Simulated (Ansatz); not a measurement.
Ansatz results at the PBE0-D4/def2-TZVP geometry: HOMO–LUMO gap (ωB97M-V/def2-TZVPP) 9.81 eV; HOMO–LUMO gap (B3LYP/def2-TZVPP) 5.59 eV; LUMO energy (PBE/def2-TZVPP) -1.84 eV.

Each molecule was computed in one conformer, which needn't be the lowest.

**Question.** Which molecule gave them?
A. `NC(S)C[SiH3]`
B. `COC1(F)CO1`
C. `CC1=C(O)C1`
D. `ClC[SiH]1O[SiH2]1`

**Answer.** D. The others give `NC(S)C[SiH3]`: 10.98, 6.58, -0.72; `COC1(F)CO1`: 14.07, 9.41, 0.47; `CC1=C(O)C1`: 10.42, 6.23, -0.21.

B3LYP here is the variant with VWN-RPA as its local correlation; programs differ in this.
